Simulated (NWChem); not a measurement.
System: CH6F2Si2; SMILES FC(F)([SiH3])[SiH3]

Computed with NWChem. All runs use the structure optimised with PBE-D3(BJ)/def2-SVP. Level: PBE0/def2-SVP with SMD (1 M gas to 1 M solution), gas-phase geometry. Reactions with the solvent are ignored.

Problem. Among these, which solvent gives the lowest value of “dipole in solution (D)”?
A. methanol
B. water
C. tetrahydrofuran
D. dimethyl sulfoxide

Solution. C, tetrahydrofuran. Values: tetrahydrofuran 2.15; methanol 2.22; dimethyl sulfoxide 2.22; water 2.23
